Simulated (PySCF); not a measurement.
# Fractional electron number in Cl²⁺ (chlorine, charge +2)

The 3p alpha orbital of [Ne] 3s2 3p3 is emptied in steps (occupation f), with all orbitals relaxed, ending at [Ne] 3s2 3p2. All numbers are calculated (PySCF 2.14, no relativity, point nucleus, in aug-cc-pV(T+d)Z (6s5p4d2f, 55 functions)). The exact energy is a straight line in f; departures are measured from the line between the end points of the same method.

| f | UHF (eV) | LDA (eV) | PBE (eV) | PBE0 (eV) | r2SCAN (eV) | LC-wPBE (eV) | BHandHLYP (eV) | wB97X (eV) | MN15 (eV) | B3LYP (eV) |
| --- | --- | --- | --- | --- | --- | --- | --- | --- | --- | --- |
| 1 | 0.000 | 0.000 | 0.000 | 0.000 | 0.000 | 0.000 | 0.000 | 0.000 | 0.000 | 0.000 |
| 0.75 | 0.135 | -1.246 | -1.214 | -0.880 | -1.126 | -0.325 | -0.556 | -0.393 | -0.763 | -0.958 |
| 0.5 | 0.178 | -1.664 | -1.615 | -1.167 | -1.480 | -0.426 | -0.739 | -0.514 | -1.010 | -1.274 |
| 0.25 | 0.131 | -1.248 | -1.205 | -0.869 | -1.092 | -0.311 | -0.551 | -0.374 | -0.748 | -0.951 |
| 0 | 0.000 | 0.000 | 0.000 | 0.000 | 0.000 | 0.000 | 0.000 | 0.000 | 0.000 | 0.000 |

Task: For B3LYP, how does the orbital energy at f = 1 compare with the removal energy?

Result: −ε = 34.429 eV against a total-energy difference of 39.545 eV. By Janak's theorem ε = ∂E/∂f, so the gap between them reflects the curvature. Along the path −ε is 36.997 (f = 0.75), 39.563 (f = 0.5), 42.105 (f = 0.25) eV.

```csv
method,E(f=0) − E(f=1) (eV),−ε at f=1 (eV),−ε at f=0.5 (eV)
UHF,38.963,39.694,38.953
LDA,39.667,33.036,39.662
PBE,39.584,33.103,39.608
PBE0,39.667,34.960,39.695
r2SCAN,39.832,33.766,39.930
LC-wPBE,39.770,38.016,39.806
BHandHLYP,39.445,36.472,39.459
wB97X,39.535,37.418,39.588
MN15,39.734,35.645,39.773
B3LYP,39.545,34.429,39.563
```

Reference removal energy between the ground levels: 39.8 ± 0.11 eV (semi-empirical (NIST evaluation); NIST Atomic Spectra Database, ionization energies). The calculation has no spin-orbit coupling. UHF lacks correlation.
